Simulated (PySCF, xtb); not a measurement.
In(F)(OH)(NH2) (FH3InNO), SMILES [F][In]([OH])[NH2].

GFN2-xTB in xtb 6.7.1 at its own geometry gives an orbital gap of 2.85 eV and a dipole moment of 2.73 D.

Geometry: PBE0-D3(BJ)/def2-SVP. The def2 effective core potentials stand for the cores of In; spin–orbit coupling is left out. The values are those of a single conformer.

Task: What does PBE/def2-TZVPD (PySCF) give? (An estimate is asked for; the answer gives what the named calculation found.)

Result: gap 3.73 eV (levels -6.68 and -2.94 eV), dipole 2.17 D.
